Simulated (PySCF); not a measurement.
Compound: C2H8BPS.
Cartesian coordinates in Å at the PBE0-D3(BJ)/def2-SVP level; atoms count from 1:
```
atom  x, y, z in Å
C1     2.321    0.014    0.124
S2     0.951   -1.103    0.528
B3    -0.539   -0.291   -0.020
C4    -1.891   -1.068    0.190
P5    -0.490    1.365   -0.991
H6     2.311    0.900    0.774
H7     2.275    0.327   -0.929
H8     3.254   -0.541    0.291
H9    -1.761   -2.097    0.556
H10   -2.473   -1.103   -0.746
H11   -2.517   -0.523    0.918
H12    0.319    2.142   -0.114
H13   -1.739    1.896   -0.559
```

Computed with PBE0-D3(BJ)/def2-SVP geometry optimisation, gas phase in PySCF.

Masses are those of the commonest isotopes; rigid-rotor values at the optimised geometry. The values belong to one conformer with, in the numbering `[CH3:1][S:2][B:3]([CH3:4])[PH2:5]`, C1–S2–B3–C4 179°, S2–B3–P5–H -53° and -151°.

Problem. What are A, B and C (MHz)?

Solution. Ia = 143.85, Ib = 214.89, Ic = 349.16 u·Å²; 505379 MHz·u·Å²/I gives A = 3513, B = 2352, C = 1447 MHz.

Problem. What kind of rotor is it?

Solution. An asymmetric top; Ray's κ = -0.124.

Problem. Is it planar, by Δ = Ic − Ia − Ib?

Solution. Not planar: Δ = Ic − Ia − Ib = -9.58 u·Å². For a rigid frame Δ = −2 Σ m c², so Σ m c² = 4.79 u·Å² lies off the ab plane: 4.64 from hydrogen and 0.15 from heavier atoms. The atom farthest from that plane is 0.99 Å away.

Problem. List the rotational levels J(Ka,Kc) to J = 5 (MHz).

Solution. Above 0(0,0):
J = 1: 1(0,1) 3799, 1(1,1) 4961, 1(1,0) 5865
J = 2: 2(0,2) 11038, 2(1,2) 11655, 2(1,1) 14368, 2(2,1) 17852, 2(2,0) 18212
J = 3: 3(0,3) 21260, 3(1,3) 21502, 3(1,2) 26830, 3(2,2) 29250, 3(2,1) 30785, 3(3,1) 37512, 3(3,0) 37610
J = 4: 4(0,4) 34296, 4(1,4) 34374, 4(1,3) 42801, 4(2,3) 44155, 4(2,2) 47830, 4(3,2) 53225, 4(3,1) 53841, 4(4,1) 64102, 4(4,0) 64124
J = 5: 5(0,5) 50170, 5(1,5) 50193, 5(1,4) 61764, 5(2,4) 62363, 5(2,3) 68996, 5(3,3) 72775, 5(3,2) 74765, 5(4,2) 83887, 5(4,1) 84071, 5(5,1) 97691, 5(5,0) 97695
The levels of one J sum to (2J + 1)J(J + 1)(A + B + C)/3.

Problem. Which types of transition are allowed, and where do some lines up to J = 3 fall?

Solution. The dipole components are |μa| = 0.29 D, |μb| = 0.57 D, |μc| = 0.76 D. The squared components, which scale the intensities, stand as 0.14 : 0.55 : 1.00 (a : b : c). Some lines, for components of 0.1 D or more:

| type | branch | J(Ka,Kc) | MHz | lower level (cm⁻¹) |
| --- | --- | --- | --- | --- |
| c | Q | 3(2,2) ← 3(1,2) | 2420 | 0.895 |
| a | Q | 2(1,1) ← 2(1,2) | 2713 | 0.389 |
| a | R | 1(0,1) ← 0(0,0) | 3799 | 0.000 |
| b | R | 2(0,2) ← 1(1,1) | 6077 | 0.165 |
| a | R | 2(1,2) ← 1(1,1) | 6694 | 0.165 |
| c | Q | 3(3,1) ← 3(2,1) | 6727 | 1.027 |
| a | R | 3(0,3) ← 2(0,2) | 10222 | 0.368 |
| b | R | 3(1,3) ← 2(0,2) | 10464 | 0.368 |
| a | R | 3(2,2) ← 2(2,1) | 11398 | 0.595 |
| c | R | 2(2,0) ← 1(1,0) | 12347 | 0.196 |
| b | R | 3(2,2) ← 2(1,1) | 14882 | 0.479 |
| b | R | 3(2,1) ← 2(1,2) | 19131 | 0.389 |
| c | R | 3(3,1) ← 2(2,1) | 19660 | 0.595 |

Stationary, but not proved a minimum. Constants of a rigid frame at the computed geometry: no zero-point averaging, no centrifugal distortion. A rigid rotor knows nothing of internal rotation, which can split or shift real lines. Quadrupole hyperfine structure (11B) is left out.
